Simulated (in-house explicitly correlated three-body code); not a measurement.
Computed with an exponentially correlated three-body code. Model: two electrons around a point charge, non-relativistic, variational in 260 exponentially correlated functions (energies converged to about 1e-7 hartree, or 1e-8 relative for large Z).

Command:
```bash
python run_hyl.py task.json out
```
Settings (lengths in bohr, energies in hartree):
```
Z                      2.5
screening              0.25
interaction_strength   1
functions              260
states_tried           13
```

Cost of the run: 45 s on 1 thread of Intel(R) Xeon(R) Platinum 8488C (Sapphire Rapids), on a shared host.

**Those bound S and P states to n = 4 that converged, binding against the one-electron ion.**

Given: nuclear charge 2.5; Yukawa screening of all interactions 0.25 1/bohr.

Computed: one-electron threshold -2.54411269 hartree.

```csv
term,energy (hartree),binding (eV)
1 1S,-3.91451554,37.291
2 3S,-2.64643036,2.7842
2 1S,-2.61190526,1.8447
2 3P,?,?
2 1P,-2.57430813,0.82166
```

(1) What belongs in the row 2 3P?

**Converged states only, values per electron or pair (inverse distances are <exp(-kr)/r>).**

```json
{"term": "1 1S", "mean r (bohr)": "0.71603", "mean r squared (bohr²)": "0.70355", "mean inverse r (1/bohr)": "1.9427", "mean r12 (bohr)": "1.0851", "mean inverse r12 (1/bohr)": "1.0255", "mean cosine": "-0.051106", "mean p1 dot p2 (bohr⁻²)": "0.21593", "delta r1 (bohr⁻³)": "3.7356", "delta r12 (bohr⁻³)": "0.25847"}
{"term": "2 3S", "mean r (bohr)": "2.1207", "mean r squared (bohr²)": "8.1447", "mean inverse r (1/bohr)": "1.2315", "mean r12 (bohr)": "3.7094", "mean inverse r12 (1/bohr)": "0.16114", "mean cosine": "-0.010535", "mean p1 dot p2 (bohr⁻²)": "0.0073218", "delta r1 (bohr⁻³)": "2.5479", "delta r12 (bohr⁻³)": "-"}
{"term": "2 1S", "mean r (bohr)": "?", "mean r squared (bohr²)": "?", "mean inverse r (1/bohr)": "?", "mean r12 (bohr)": "?", "mean inverse r12 (1/bohr)": "?", "mean cosine": "?", "mean p1 dot p2 (bohr⁻²)": "?", "delta r1 (bohr⁻³)": "?", "delta r12 (bohr⁻³)": "?"}
{"term": "2 3P", "mean r (bohr)": "2.3604", "mean r squared (bohr²)": "11.041", "mean inverse r (1/bohr)": "1.203", "mean r12 (bohr)": "4.1893", "mean inverse r12 (1/bohr)": "0.15283", "mean cosine": "-0.028747", "mean p1 dot p2 (bohr⁻²)": "-0.095368", "delta r1 (bohr⁻³)": "2.4354", "delta r12 (bohr⁻³)": "-"}
{"term": "2 1P", "mean r (bohr)": "2.6424", "mean r squared (bohr²)": "14.137", "mean inverse r (1/bohr)": "1.1907", "mean r12 (bohr)": "4.7257", "mean inverse r12 (1/bohr)": "0.12977", "mean cosine": "0.00061122", "mean p1 dot p2 (bohr⁻²)": "0.06387", "delta r1 (bohr⁻³)": "2.4564", "delta r12 (bohr⁻³)": "0.0016375"}
```

(2) What belongs in the row 2 1S?

**Electric-dipole lines between converged S and P states, rate of the upper state's decay.**

```
s state  p state  p minus s (eV)  oscillator strength from s  rate (1/s)
   1 1S     2 1P          36.469                     0.21656   4.166e+09
   2 1S     2 1P          1.0231                     0.49077  7.4298e+06
   2 3S     2 3P          1.6728                     0.57282  2.3184e+07
```

**Static dipole response.**

```json
{"state": "1 1S", "polarisability (bohr³)": "0.48273"}
```

Results:

(1) energy (hartree): -2.58495635; binding (eV): 1.1114.

(2) mean r (bohr): 2.4933; mean r squared (bohr²): 11.72; mean inverse r (1/bohr): 1.2101; mean r12 (bohr): 4.435; mean inverse r12 (1/bohr): 0.14743; mean cosine: -0.0097623; mean p1 dot p2 (bohr⁻²): 0.0096266; delta r1 (bohr⁻³): 2.5223; delta r12 (bohr⁻³): 0.017855.
